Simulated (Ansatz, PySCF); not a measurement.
BrCl2H2NSi, SMILES N[Si](Cl)(Cl)Br. Atoms are numbered in the order given.

```xyz
7

N      2.0270    -0.4630    -0.5202
Si     0.3921    -0.0046    -0.4195
Cl    -0.6809    -1.1631    -1.7391
Cl     0.2555     1.9902    -0.9068
Br    -0.5446    -0.2585     1.5946
H      2.2831    -1.4457    -0.5244
H      2.7485     0.1254    -0.1144
```
Charge 0, spin multiplicity 1.

Coordinates come from a B3LYP-D3(BJ)/def2-SVP optimisation. The structure was generated by enumeration, and PubChem lists no compound with its InChIKey, so it may never have been made. One conformer was computed; it need not be the lowest.

Two levels are set side by side: PBE-D3(BJ)/def2-SVP (Ansatz, an electronic-structure program) and B3LYP-D3(BJ)/def2-SVP (Ansatz). Each level has its own optimised geometry; the coordinates shown are those of the second. Frequencies come from the Hessian of PySCF at each geometry. Differences are taken from unrounded values.

```
quantity                            B3LYP-D3(BJ)  PBE-D3(BJ)  PBE-D3(BJ) minus B3LYP-D3(BJ)
----------------------------------  ------------  ----------  -----------------------------
mean bond length (Å)                       1.681       1.688                          0.007
bond N1–Si2 (Å)                            1.701       1.714                          0.013
bond Si2–Cl3 (Å)                           2.058       2.063                          0.005
bond Si2–Cl4 (Å)                           2.058       2.063                          0.005
bond Si2–Br5 (Å)                           2.236       2.240                          0.004
bond N1–H6 (Å)                             1.016       1.023                          0.008
bond N1–H7 (Å)                             1.016       1.023                          0.008
highest harmonic wavenumber (cm⁻¹)          3670        3590                            -81
mean harmonic wavenumber (cm⁻¹)              901         883                            -18
zero-point energy (kcal/mol)               19.32       18.93                          -0.39
```

Exact exchange shortens and stiffens bonds; PBE has none. Differences between two approximate levels are no errors against the true value.
